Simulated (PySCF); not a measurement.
Ligand exchange on a metal centre used in film growth or etching (Y OH-NH2). Gas-phase values, no solvent. One relaxed conformer stands for each flexible species; it need not be the lowest.

The HOMO from two functionals at the same geometries (TPSS-D3(BJ)/def2-SVP), both in PySCF: PBE-D3(BJ)/def2-TZVP and B3LYP-D3(BJ)/def2-TZVP. B3LYP has the VWN-RPA correlation part, as in Gaussian. 

```tsv
species	B3LYP-D3(BJ)/def2-TZVP (eV)
0 of 3 OH replaced by NH2 ([Y(OH)3])	-7.59
2 of 3 OH replaced by NH2	-6.15
3 of 3 OH replaced by NH2	-6.06
```

Problem. What does PBE-D3(BJ)/def2-TZVP give for each?

Solution. 
- 0 of 3 OH replaced by NH2 ([Y(OH)3]): -6.20
- 2 of 3 OH replaced by NH2: -5.06
- 3 of 3 OH replaced by NH2: -4.97
Over these rows, drawn at random from the members with no instability flagged (it was tested for open shells, ions and some series alone), PBE minus B3LYP-D3(BJ): mean +1.19 eV, from +1.09 eV to +1.39 eV.
